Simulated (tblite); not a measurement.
Species: C₇H₁₂FOP.
Geometry (GFN2-xTB, Å), atoms numbered from 1 in this order:
```xyz
22
C7H12FOP angstrom
C      3.749   -0.781    0.104
C      2.451   -0.187    0.473
C      1.628   -0.062    1.525
F      1.628   -0.460    2.797
P      1.011    0.883    0.121
O      1.066    2.341    0.005
C     -0.333    0.055   -0.810
C     -1.643    0.771   -0.491
C     -2.795    0.155   -1.281
C     -1.900    0.712    1.008
H      4.403   -0.014   -0.311
H      4.224   -1.223    0.980
H      3.612   -1.550   -0.656
H     -0.085    0.145   -1.872
H     -0.364   -0.998   -0.535
H     -1.531    1.821   -0.783
H     -2.603    0.206   -2.350
H     -2.933   -0.888   -1.003
H     -3.719    0.689   -1.073
H     -1.073    1.188    1.540
H     -2.818    1.236    1.264
H     -1.985   -0.320    1.346
```

Computed with GFN2-xTB (tblite): harmonic, unscaled wavenumbers at the GFN2-xTB geometry, gas phase. Errors from tens to a few hundred cm⁻¹ against measured bands are possible. One conformer, not necessarily the lowest.

Harmonic wavenumbers (cm⁻¹): 53.2, 68.3, 79.3, 99.0, 153.0, 167.4, 184.1, 212.2, 219.6, 258.3, 282.9, 295.5, 329.3, 373.5, 411.6, 436.0, 455.1, 620.4, 672.8, 766.4, 799.9, 876.3, 937.4, 949.7, 975.5, 984.8, 1011.8, 1023.5, 1072.7, 1125.6, 1173.6, 1200.8, 1205.2, 1210.9, 1283.2, 1313.9, 1324.9, 1382.9, 1402.5, 1411.4, 1419.4, 1450.8, 1460.4, 1477.9, 1490.4, 1499.2, 1501.4, 1744.9, 2935.6, 2942.4, 2974.3, 2987.2, 2999.1, 3014.1, 3017.2, 3021.5, 3031.9, 3038.6, 3042.8, 3048.5.

A = 1814, B = 663.4, C = 608.5 MHz; mass 162.061 u (most abundant isotopes); point group C1, symmetry number 1.

Q: What is the zero-point energy?

A: Half the sum of the wavenumbers: 38451 cm⁻¹ = 109.94 kcal/mol.

Q: Entropy at 400 K, 1 bar (ideal gas, RRHO, classical rotation)?

A: Translation 42.64, rotation 31.34, vibration 52.48: S = 126.5 cal/(mol K).

Q: And Cp and H(400 K) − H(0)?

A: Cp = 57.22 cal/(mol K), of which vibrations give 49.27 (their classical limit is 60 R = 119.2); H(400 K) − H(0) = 13.87 kcal/mol without the zero-point energy, 10.69 from vibrations.

Q: How do the functions run with temperature in this model?

A: 
```json
{"T (K)": "100", "S (cal/(mol K))": "74.5", "Cp (cal/(mol K))": "23.7", "H − H(0) (kcal/mol)": "1.51", "G − H(0) (kcal/mol)": "-5.94", "ln q(vib)": "2.21"}
{"T (K)": "200", "S (cal/(mol K))": "95.0", "Cp (cal/(mol K))": "36.0", "H − H(0) (kcal/mol)": "4.53", "G − H(0) (kcal/mol)": "-14.46", "ln q(vib)": "5.92"}
{"T (K)": "300", "S (cal/(mol K))": "111.6", "Cp (cal/(mol K))": "46.7", "H − H(0) (kcal/mol)": "8.67", "G − H(0) (kcal/mol)": "-24.81", "ln q(vib)": "9.53"}
{"T (K)": "500", "S (cal/(mol K))": "140.3", "Cp (cal/(mol K))": "66.6", "H − H(0) (kcal/mol)": "20.07", "G − H(0) (kcal/mol)": "-50.06", "ln q(vib)": "16.26"}
{"T (K)": "800", "S (cal/(mol K))": "176.4", "Cp (cal/(mol K))": "86.8", "H − H(0) (kcal/mol)": "43.34", "G − H(0) (kcal/mol)": "-97.74", "ln q(vib)": "25.48"}
{"T (K)": "1000", "S (cal/(mol K))": "196.7", "Cp (cal/(mol K))": "95.7", "H − H(0) (kcal/mol)": "61.64", "G − H(0) (kcal/mol)": "-135.09", "ln q(vib)": "31.09"}
```

q(vib) and H(0) count from the zero-point level.

Q: Which modes carry the vibrational entropy at 400 K?

A: 53.2 cm⁻¹: 5.28; 68.3 cm⁻¹: 4.78; 79.3 cm⁻¹: 4.49; 99.0 cm⁻¹: 4.05; 153.0 cm⁻¹: 3.20; 167.4 cm⁻¹: 3.03 cal/(mol K); the other 54 give 27.66 together.

Q: Blend soft modes into free rotors: weight 1/[1 + (100 cm⁻¹/ν̃)⁴] for the oscillator and the rest for a rotor with moment μB/(μ + B), μ = h/(8π²ν), B = 10⁻⁴⁴ kg m². What vibrational entropy results?

A: 48.66 cal/(mol K) in place of 52.48, which changes −T·S at 400 K by +1.53 kcal/mol.

Hindered rotation and anharmonicity are outside this model. Other conformers, if any are populated, would add a mixing term that is left out. The structure is chiral; the term R ln 2 for an equal mix with its mirror image is left out.
